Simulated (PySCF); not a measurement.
Run record for `ClC1=CC=[O+][AlH2-][O]1`: PW91/pcseg-1, fitting basis def2-universal-jkfit, full TDDFT, 6 singlets.

Method: TDDFT PW91/pcseg-1, vertical, gas phase, core orbitals frozen in the response (PySCF 2.14.0, density-fitted response routines). Geometry: GFN2-xTB. A driver script takes a list of jobs; this job's settings line and coordinates (Å) are shown.

Command:
```bash
OMP_NUM_THREADS=1 python probes_run.py task.json out
```

Input:
```
{"job": {"kind": "uv", "xc": "PW91", "basis": "pcseg-1", "nstates": 6, "ntriplets": 2, "tda": false, "scf": {"aux": "def2-universal-jkfit"}}, "charge": 0, "multiplicity": 1}
Cl     2.445512    -1.822444    -0.166211
C      1.058136    -0.790992    -0.073384
C      1.272690     0.585637    -0.141262
C      0.172541     1.419956    -0.068440
O     -1.024985     1.017782     0.056556
Al    -1.747595    -0.638093     0.182851
O     -0.051012    -1.348765     0.048791
H      2.266076     0.981350    -0.246906
H      0.330444     2.503255    -0.121016
H     -2.487152    -1.000495    -1.115744
H     -2.229231    -0.904520     1.618801
```

Output:
```
final grid: 101168 points
cycle   1  E = -969.4876299853  dE =  1.141e+00  |g| = 9.807e-01  |ddm| = 3.744e+00
cycle   2  E = -968.1417919735  dE =  1.346e+00  |g| = 2.742e+00  |ddm| = 3.382e+00
cycle   3  E = -969.6426166597  dE = -1.501e+00  |g| = 3.504e-01  |ddm| = 2.975e+00
cycle   4  E = -969.6709704827  dE = -2.835e-02  |g| = 1.836e-01  |ddm| = 6.518e-01
cycle   5  E = -969.6787755265  dE = -7.805e-03  |g| = 5.678e-02  |ddm| = 2.030e-01
cycle   6  E = -969.6793244872  dE = -5.490e-04  |g| = 3.329e-02  |ddm| = 8.184e-02
cycle   7  E = -969.6795792899  dE = -2.548e-04  |g| = 7.411e-03  |ddm| = 4.109e-02
cycle   8  E = -969.6795923033  dE = -1.301e-05  |g| = 1.075e-03  |ddm| = 9.576e-03
cycle   9  E = -969.6795924772  dE = -1.739e-07  |g| = 7.696e-04  |ddm| = 1.841e-03
cycle  10  E = -969.6795926154  dE = -1.382e-07  |g| = 1.833e-04  |ddm| = 8.748e-04
cycle  11  E = -969.6795926231  dE = -7.691e-09  |g| = 5.070e-05  |ddm| = 2.268e-04
cycle  12  E = -969.6795926238  dE = -6.462e-10  |g| = 2.369e-05  |ddm| = 1.087e-04
converged SCF energy = -969.6795926238

Static polarisability (au): isotropic 71.944, principal 44.773 73.107 97.952

Singlet excitations
state   eV       nm        f      main configurations
  1   3.2296    383.9   0.00595   H->L 0.88, H-1->L 0.12
  2   4.2774    289.9   0.00065   H-2->L 1.00
  3   4.7986    258.4   0.00001   H-3->L 1.00
  4   5.0173    247.1   0.25865   H-1->L 0.83, H->L 0.10
  5   5.1653    240.0   0.00001   H-4->L 1.00
  6   5.7361    216.1   0.00052   H->L+1 0.99

Triplet excitations (Tamm-Dancoff, eV): 2.8041 3.7370
```

H and L stand for HOMO and LUMO; the number after each pair is its weight.

Task: Give the mean polarisability as a volume in Å³, and the ratio of the largest to the smallest principal value.

Result: 71.944 au × 0.148185 = 10.66 Å³; 97.952/44.773 = 2.19.

Task: Which computed singlet has the largest oscillator strength, and what do all of them sum to?

Result: State 4 at 5.02 eV (247 nm), f = 0.259; the 6 states sum to 0.266.

In short: SCF converged in 12 cycles with 126 basis and 707 fitting functions; HOMO -6.46 eV, LUMO -3.47 eV; lowest singlet 3.23 eV; lowest triplet 2.80 eV (Tamm–Dancoff); mean polarisability 71.9 au.

On an Arm Neoverse V1 with one thread (shared host), this took 15 s wall and 0.48 GiB of memory at its peak.
